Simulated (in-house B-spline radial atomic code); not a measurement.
**RPA and G0W0 on Hartree-Fock: Xe XXXVII (Xe36+)**

Configuration [Ne] 3s2 3p6, mean-field start Hartree-Fock. Computed with an all-electron radial atomic-structure program (B-spline basis): all electrons, non-relativistic, point nucleus, each spin shell either full or empty, empty states to l = 9 with an (l + 1/2)⁻⁴ tail; G0W0 by contour deformation at full frequency.

Without relativity these are model numbers: it shifts the levels of so heavy an element strongly and can reorder them.

Command:
```bash
python run_gw.py task.json out
```
Settings (radii: box in bohr, nucleus in fm):
```
Z                        54
electrons                18
configuration            [Ne] 3s2 3p6
hamiltonian              nr
method                   hf
lmax                     9
spin_polarised           False
box_radius               2.67
intervals                47
```

Cost of the run: 0.6 s on 1 thread of AMD EPYC 9R14, on a shared host.

Energies (hartree):

```csv
term,value
mean-field total,-6213.27721
Hartree-Fock functional on these orbitals,-6213.27721
direct second order,-1.5978
second-order exchange,0.52217
SOSEX correction,0.49387
```

(1) What is the RPA correlation energy, and what remains with SOSEX?

Quasi-particle levels (eV):

```tsv
level	occupied	mean field	Σx - vxc	Σc	QP weight	G0W0
3p	yes	-2542.25	0.00	?	?	?
3s	yes	-2665.77	0.00	11.82	0.938	-2653.95
2p	yes	-6749.30	0.00	8.63	0.986	-6740.67
3d	no	-2288.76	0.00	-3.09	0.993	-2291.86
```

G0W0 = mean field + (Σx - vxc) + Σc, with Σc (partial-wave tail included) taken at the quasi-particle energy. Only the outer levels were computed. Levels of low weight are left out.

(2) Where does G0W0 put 3p?

## Answers

(1) RPA gives -1.4706 hartree (-2.22 eV per electron); RPA + SOSEX gives -0.9767, and the second-order doubles (MP2) -1.0756 hartree. RPA lacks exchange-type terms and so overcorrelates at short range.

(2) At -2543.49 eV, with Σc = -1.24 eV and a quasi-particle weight of 0.987. The tabulated removal energy is 2556 ± 5 eV (NIST, tabulated theory); the calculation leaves out relativity, Breit and QED terms, and what these don't explain is the method's own error.
